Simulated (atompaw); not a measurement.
## What one change does to a pseudopotential (Se (Z = 34), PAW (atompaw))

selenium, PAW, made with atompaw 4.2.0.5 (PBE, scalar-relativistic). Core [Ar], reference 3d10 4s2 4p3.5 (charge +0.5). Waves: 4s (bound): rc 1.75 bohr; 4s channel at -0.05 Ry: rc 1.65 bohr; 4p (bound): rc 1.75 bohr; 4p channel at 2.55 Ry: rc 1.75 bohr; 3d (bound): rc 1.35 bohr; 3d channel at -2.5 Ry: rc 1.35 bohr. Local part: troulliermartins scheme with l = 3 at 0 Ry, radius 1.50 bohr. Core correction: smooth core density matched at 0.95 bohr. Augmentation charge: besselshape compensation charge, radius 1.40 bohr; PAW radius 1.75 bohr; waves and projectors: custom rrkj gramschmidtortho.

All-electron outer shells of the reference configuration (PBE, scalar-relativistic, ld1.x):

```json
{"shell": "3p", "level (eV)": "-157.99", "outermost node (bohr)": "0.21", "outermost maximum (bohr)": "0.50"}
{"shell": "3d", "level (eV)": "-58.12", "outermost node (bohr)": "–", "outermost maximum (bohr)": "0.45"}
{"shell": "4s", "level (eV)": "-21.90", "outermost node (bohr)": "0.70", "outermost maximum (bohr)": "1.51"}
{"shell": "4p", "level (eV)": "-10.79", "outermost node (bohr)": "0.74", "outermost maximum (bohr)": "1.77"}
```

Change: local potential troulliermartins scheme with l = 3 at 0 Ry, radius 1.38 bohr.

Cutoffs: the cutoffs (Ry, on a coarse ladder) from which the occupation-weighted sum of valence levels, in a spherical-Bessel basis at the reference potential, stays within 10 and 1 mRy of its value at 400 Ry; they do not see the model core or the augmentation charge, which bear on the density cutoff.

Problem. What does the change do?

Solution. The potential gets neither clearly harder nor softer (70 Ry and 110 Ry → 70 Ry and 110 Ry); a bound ghost appears in s, which as a rule spoils a file; the range in which the s phases agree widens (upper end 0.7 → at the end of the scan). A state that the projectors do not describe sees the local part alone, so a deeper or shallower local part can create or remove a ghost.

```csv
quantity,base,changed
"cutoff, loose",70 Ry,70 Ry
"cutoff, tight",110 Ry,110 Ry
bound ghosts,none,s
s: phases at 1.76 bohr within 0.05 rad from the reference energy up to (Ry; the scan ends near 5),0.7,to the end of the scan
p: phases at 1.76 bohr within 0.05 rad from the reference energy up to (Ry; the scan ends near 5),to the end of the scan,to the end of the scan
d: phases at 1.76 bohr within 0.05 rad from the reference energy up to (Ry; the scan ends near 5),to the end of the scan,to the end of the scan
lowest overlap eigenvalue by channel,"s 0.59, p 0.54, d 0.12","s 0.51, p 0.52, d 0.12"
```

 A true bound ghost makes a file unfit for plane-wave use even where its test errors are small: the radial tests pick states by their node count and pass the ghost by. The cutoffs see the waves, projectors and local potential, not the compensation charge or the core.
